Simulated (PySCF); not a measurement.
Isomers of C2H8O3SSi, mass 139.996 u with the commonest isotopes. Method: wB97X-D/def2-SVPD in PySCF (dipole) on a GFN2-xTB geometry, gas phase. One conformer each, none proved a minimum here; rigid rotors.

Task: Order these by rotational constant C, smallest first.
A. `[CH3:1][S@@:2](=[O:3])[CH2:4][O:5][SiH2:6][OH:7]` with C1–S2–C4–O5 -46°, S2–C4–O5–Si6 -79°, C4–O5–Si6–O7 61°, O5–Si6–O7–H -26°
B. `[CH3:1][S:2](=[O:3])(=[O:4])[CH2:5][O:6][SiH3:7]` with C1–S2–C5–O6 66°, S2–C5–O6–Si7 41°
C. `[CH3:1][CH2:2][O:3][Si:4]([OH:5])([OH:6])[SH:7]` with C1–C2–O3–Si4 -175°, C2–O3–Si4–O5 -48°, O3–Si4–O5–H 172°, O3–Si4–O6–H 67°, O3–Si4–S7–H 39°
D. `[CH3:1][SiH2:2][O:3][S:4]([CH3:5])(=[O:6])=[O:7]` with C1–Si2–O3–S4 -59°, Si2–O3–S4–C5 -172°
E. `[CH3:1][S:2][CH2:3][Si:4]([OH:5])([OH:6])[OH:7]` with C1–S2–C3–Si4 -75°, C3–Si4–O5–H 79°, C3–Si4–O6–H 44°, C3–Si4–O7–H 154°
F. `[CH3:1][S:2](=[O:3])(=[O:4])[CH2:5][SiH2:6][OH:7]` with C1–S2–C5–Si6 180°, S2–C5–Si6–O7 180°, C5–Si6–O7–H 180°

Result: C (957.4 MHz), F (993.3 MHz), E (1036 MHz), A (1164 MHz), D (1213 MHz), B (1274 MHz).

Task: Order these by radius of gyration √(Σ m r²/M), smallest first.
A. `[CH3:1][S:2](=[O:3])(=[O:4])[CH2:5][SiH2:6][OH:7]` with C1–S2–C5–Si6 180°, S2–C5–Si6–O7 180°, C5–Si6–O7–H 180°
B. `[CH3:1][SiH2:2][O:3][S:4]([CH3:5])(=[O:6])=[O:7]` with C1–Si2–O3–S4 -59°, Si2–O3–S4–C5 -172°
C. `[CH3:1][S@@:2](=[O:3])[CH2:4][O:5][SiH2:6][OH:7]` with C1–S2–C4–O5 -46°, S2–C4–O5–Si6 -79°, C4–O5–Si6–O7 61°, O5–Si6–O7–H -26°
D. `[CH3:1][CH2:2][O:3][Si:4]([OH:5])([OH:6])[SH:7]` with C1–C2–O3–Si4 -175°, C2–O3–Si4–O5 -48°, O3–Si4–O5–H 172°, O3–Si4–O6–H 67°, O3–Si4–S7–H 39°
E. `[CH3:1][S:2](=[O:3])(=[O:4])[CH2:5][O:6][SiH3:7]` with C1–S2–C5–O6 66°, S2–C5–O6–Si7 41°

Result: E (1.820 Å), B (1.840 Å), C (1.875 Å), A (2.006 Å), D (2.056 Å).

Task: Order these by rotational constant B, smallest first.
A. `[CH3:1][S@@:2](=[O:3])[CH2:4][O:5][SiH2:6][OH:7]` with C1–S2–C4–O5 -46°, S2–C4–O5–Si6 -79°, C4–O5–Si6–O7 61°, O5–Si6–O7–H -26°
B. `[CH3:1][S:2](=[O:3])(=[O:4])[CH2:5][SiH2:6][OH:7]` with C1–S2–C5–Si6 180°, S2–C5–Si6–O7 180°, C5–Si6–O7–H 180°
C. `[CH3:1][S:2][CH2:3][Si:4]([OH:5])([OH:6])[OH:7]` with C1–S2–C3–Si4 -75°, C3–Si4–O5–H 79°, C3–Si4–O6–H 44°, C3–Si4–O7–H 154°

Result: B (1025 MHz), C (1120 MHz), A (1338 MHz).

```csv
SMILES,point group,Ia (u·Å²),Ib (u·Å²),Ic (u·Å²),κ,μa (D),μb (D),μc (D)
C[S@@](=O)CO[SiH2]O,C1,172.75,377.80,434.22,-0.80,2.09,3.52,0.37
CS(=O)(=O)C[SiH2]O,Cs,124.51,493.11,508.80,-0.98,1.18,3.57,0.00
CSC[Si](O)(O)O,C1,166.02,451.05,487.71,-0.92,0.55,0.43,0.26
CS(=O)(=O)CO[SiH3],C1,147.85,382.83,396.78,-0.96,0.49,1.40,2.79
C[SiH2]OS(C)(=O)=O,C1,147.36,384.12,416.67,-0.91,0.04,1.80,2.10
CCO[Si](O)(O)S,C1,199.87,456.27,527.87,-0.81,1.15,0.78,0.53
```
